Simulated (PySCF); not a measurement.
PySCF 2.14 output of an unrestricted BP86 calculation on a single atom or ion in cc-pVDZ-PP with ECP28MDF, with a scalar-relativistic core potential:

```
SCF conv_tol = 1e-09
number electrons alpha = 10  beta = 7
    A. D. Becke.,  Phys. Rev. A 38, 3098 (1988)
    J. P. Perdew.,  Phys. Rev. B 33, 8822 (1986)
cycle= 1 E= -110.222133259941  delta_E= -0.0071  |g|= 0.119  |ddm|= 0.343
cycle= 2 E= -110.212984185684  delta_E= 0.00915  |g|= 0.205  |ddm|= 0.276
cycle= 3 E= -110.227370728129  delta_E= -0.0144  |g|= 0.00527  |ddm|= 0.173
cycle= 4 E= -110.22738375871  delta_E= -1.3e-05  |g|= 0.000447  |ddm|= 0.00564
cycle= 5 E= -110.227383833631  delta_E= -7.49e-08  |g|= 1.96e-05  |ddm|= 0.000411
cycle= 6 E= -110.227383833773  delta_E= -1.42e-10  |g|= 3.85e-07  |ddm|= 1.8e-05
converged SCF energy = -110.227383833773  <S^2> = 3.7503647  2S+1 = 4.0001824
```

The run itself started from symmetry-adapted Hartree-Fock orbitals and held the occupation by maximum overlap, on a logarithmic radial grid, so the iterations belong to that start.

Task: Which element, charge and spin multiplicity is this?

Result: Rh (rhodium, neutral), multiplicity 4; the state was [Kr] 4d8 5s1, high-spin 4F determinant.

Energies and moments cover only the electrons outside the core potential.
